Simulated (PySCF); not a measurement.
Species: difluorosilane, sum formula SiH2F2, charge 0, multiplicity 1. SMILES: F[SiH2]F
Geometry: optimised at B3LYP-D3(BJ)/def2-TZVP (Ansatz).

Dispersion corrections to the total energy (kcal/mol) from the dftd3 and dftd4 libraries through PySCF: D3(BJ) without and D4 with the three-body term, each with the damping fitted for the functional named.

| functional | D3(BJ) | D4 |
|---|---|---|
| PBE | (withheld) | -1.32 |
| CAM-B3LYP | -0.95 | -1.08 |
| BHLYP | -1.81 | -1.55 |
| B3LYP | -2.28 | -2.16 |
| B2GP-PLYP | -0.89 | (withheld) |
| TPSSh | -1.44 | (withheld) |
| HF | -12.82 | -5.32 |

Question: What belongs in the gaps?

Answer: 
- PBE, D3(BJ): -1.27
- B2GP-PLYP, D4: -0.53
- TPSSh, D4: -1.61
